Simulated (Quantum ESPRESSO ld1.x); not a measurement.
The numbers below are computed, except where a source is named.
Question: Species: Au5+. Configuration: [Xe] 4f14 5d6. Level of theory: scalar-relativistic Kohn-Sham, LDA (Slater exchange, VWN5 correlation), spin-polarised, spherical densities, point nucleus; open shells are filled with parallel spins first (ld1.x of Quantum ESPRESSO 7.5). Some entries of the table are withheld. Estimate them.

orbital  occ.  eigenvalue (hartree)  <r> (bohr)  <r^2> (bohr^2)
1s up       1            -2969.1445     0.01687       0.0003934
1s down     1            -2969.1442     0.01687       0.0003934
2s up       1             -526.0743     0.07115        0.005999
2s down     1             -526.0610     0.07115        0.005999
2p up       3             -455.2714     0.06426        0.005049
2p down     3             -455.2602     0.06426        0.005049
3s up       1             -126.1371      0.1840         0.03871
3s down     1             -126.1302      0.1840         0.03871
3p up       3             -105.6068      0.1852         0.03978
3p down     3             -105.5994      0.1852         0.03978
3d up       5              -83.6576      0.1677         0.03293
3d down     5              -83.6473      0.1677         0.03293
4s up       1              -29.3848      0.4072          0.1872
4s down     1              -29.3708      0.4072          0.1872
4p up       3              -22.6507      0.4338          0.2139
4p down     3              -22.6366      0.4338          0.2138
4d up       5              -14.5704      0.4586          0.2431
4d down     5              -14.5537      0.4583          0.2427
5s up       1               -6.5735      0.9180          0.9436
5s down     1               -6.4867      0.9144          0.9365
4f up       7               -5.5916      0.4979          0.3002
4f down     7               -5.5688      0.4962          0.2976
5p up       3               -4.7486         (1)           1.232
5p down     3               -4.6464         (2)           1.224
5d up       5               -2.6403         (3)           2.034
5d down     1               -2.5287         (4)           2.056

Answer: 
(1) 5p up <r> (bohr): 1.046
(2) 5p down <r> (bohr): 1.043
(3) 5d up <r> (bohr): 1.336
(4) 5d down <r> (bohr): 1.342
